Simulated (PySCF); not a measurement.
Ni²⁺ (nickel, charge +2): LDA calculation

Configuration: [Ar] 3d7 4p1, one real determinant (an excited configuration). Computed with PySCF 2.14 in def2-QZVPPD (11s6p5d4f2g, 100 functions), with no relativity, point nucleus.

* Total energy: -1504.105 hartree
* One-electron energy: -2063.272 hartree
* Hartree (Coulomb) energy: 618.675 hartree
* Exchange-correlation energy: -59.507 hartree
* Kinetic energy: 1500.81079 hartree
* ⟨S²⟩: 6.0006
* ⟨L²⟩: 13.799
* Sum of ⟨r⟩: 16.98 bohr
* Sum of ⟨r²⟩: 21.10 bohr²
* Traceless quadrupole moment −½Σ⟨3z² − r²⟩ along its main axis: -3.10 e·bohr²
* Density at the nucleus (Gaussians lack the cusp): 14800 bohr⁻³
* Spin density at the nucleus: -0.746 bohr⁻³
* Langevin diamagnetic susceptibility: -16.7 ×10⁻⁶ cm³/mol

| shell | electrons | mean orbital energy (eV) | spread (eV) | rms radius, mean of both spins (bohr) |
| --- | --- | --- | --- | --- |
| 1s α | 1 | -8136.1 | 0 | 0.0636 |
| 1s β | 1 | -8136.0 | 0 | 0.0636 |
| 2s α | 1 | -991.96 | 0 | 0.270 |
| 2s β | 1 | -989.96 | 0 | 0.270 |
| 2p α | 3 | -870.86 | 0.313 | 0.240 |
| 2p β | 3 | -869.31 | 0.172 | 0.240 |
| 3s α | 1 | -137.61 | 0 | 0.802 |
| 3s β | 1 | -133.92 | 0 | 0.802 |
| 3p α | 3 | -100.47 | 0.498 | 0.841 |
| 3p β | 3 | -96.847 | 0.370 | 0.841 |
| 3d α | 5 | -38.365 | 1.380 | 1.02 |
| 3d β | 2 | -35.203 | 0.334 | 1.02 |
| 4p α | 1 | -18.421 | 0 | 2.80 |

⟨L²⟩ = 13.80 against 20 for a pure G term, so this real determinant mixes terms.
